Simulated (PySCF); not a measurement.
PySCF was given this input:
```python
from pyscf import gto, scf, dft

mol = gto.Mole()
mol.atom = '''
    Si   -0.000000   -0.000000   -0.540265
    O     0.000000    0.000000    0.945464
'''
mol.basis = 'sto-3g'
mol.charge = 1
mol.spin = 1
mol.verbose = 4
mol.build()

mf = dft.UKS(mol)
mf.xc = 'pbe0'
mf.kernel()
mf.analyze()
```

Task: What does this run give for the <S^2>, total energy, HOMO energy, number of basis functions, nuclear repulsion energy?

Result: 
```json
{
  "<S^2>": "0.758",
  "total_energy": "-359.7898 Eh",
  "HOMO energy": "-16.07 eV",
  "number_of_basis_functions": "14",
  "nuclear_repulsion_energy": "39.8914 Eh"
}
```

These values belong to the state on which the SCF converged, which isn't shown to be the lowest.
